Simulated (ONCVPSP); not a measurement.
# tin (Sn): one change to an ONCV potential, before and after

```json
{
 "Element": "tin",
 "Generator": "ONCVPSP 4.0.1",
 "Type": "optimised norm-conserving Vanderbilt (ONCV)",
 "Functional": "PBEsol",
 "Relativity": "scalar-relativistic",
 "Frozen core": "[Ar] 3d10",
 "Valence charge": "22",
 "Reference configuration": "4s2 4p6 4d10 5s2 5p1 (charge +1)",
 "Partial waves": "4s+5s: rc 1.55 bohr, ncon 3, nbas 7, qcut 10.2 1/bohr, 2 projectors; 4p+5p: rc 1.75 bohr, ncon 4, nbas 7, qcut 9.6 1/bohr, 2 projectors; 4d: rc 1.05 bohr, ncon 4, nbas 8, qcut 7.8 1/bohr, local",
 "Local potential": "the d channel",
 "Core correction": "Teter function, fcfact 4.5, rcfact 1.3"
}
```

All-electron outer shells of the reference configuration (PBEsol, scalar-relativistic, ld1.x):

```
shell  level (eV)  outermost node (bohr)  outermost maximum (bohr)
   3p     -706.51                   0.14                      0.30
   3d     -481.42                      –                      0.25
   4s     -141.76                   0.40                      0.74
   4p      -97.58                   0.41                      0.79
   4d      -33.78                   0.39                      0.88
   5s      -17.88                   0.98                      1.99
   5p      -10.28                   1.08                      2.43
```

Change: d: rc 1.54.

Cutoffs: the cutoffs (Ha) at which the residual kinetic energy of the hardest occupied pseudo-wave falls to 1 and 0.1 mHa per electron; they do not see the model core or the augmentation charge, which bear on the density cutoff. Errors are all-electron minus pseudo energies relative to the spin-unpolarised reference configuration.

Predict the effect on cutoff, ghosts and configuration errors.

The potential gets softer (160 Ha and 210 Ha → 31 Ha and 89 Ha); a bound ghost appears in p, which as a rule spoils a file; of the 4 tests that both files solve, the error grows in 2 and shrinks in 2 by more than 15 % and 0.3 meV (median size 2.5 → 6.8 meV); the range in which the p phases agree narrows (upper end at the end of the scan → -0.2). A larger radius leaves more room for a smooth pseudo-wave, so fewer plane waves are needed.

| quantity | base | changed |
| --- | --- | --- |
| cutoff, loose | 160 Ha | 31 Ha |
| cutoff, tight | 210 Ha | 89 Ha |
| loose cutoff by channel | s 31 Ha, p 26 Ha, d 160 Ha | s 31 Ha, p 26 Ha, d 31 Ha |
| bound ghosts | none | p |
| GHOST(+) flags under 300 eV | none | none |
| error for 4s2 4p6 4d10 5s2 5p2, meV [ΔE -6.90 eV] | +1.5 | +5.9 |
| error for 4s2 4p6 4d10 5s2 5p0, meV [ΔE 13.97 eV] | -3.4 | -1.2 |
| error for 4s2 4p6 4d10 5s1 5p0, meV [ΔE 44.99 eV] | -12 | -7.7 |
| error for 4s2 4p6 4d9 5s2 5p2, meV [ΔE 25.75 eV] | +0.7 | +206 |
| s: phases at 1.57 bohr within 0.05 rad from the reference energy up to (Ha; the scan ends near 5) | to the end of the scan | to the end of the scan |
| p: phases at 1.78 bohr within 0.05 rad from the reference energy up to (Ha; the scan ends near 5) | to the end of the scan | -0.2 |
| rms error of d²Exc/dni dnj with the model core, mHa | 0.63 | 0.66 |

 A true bound ghost makes a file unfit for plane-wave use even where its test errors are small: the radial tests pick states by their node count and pass the ghost by.
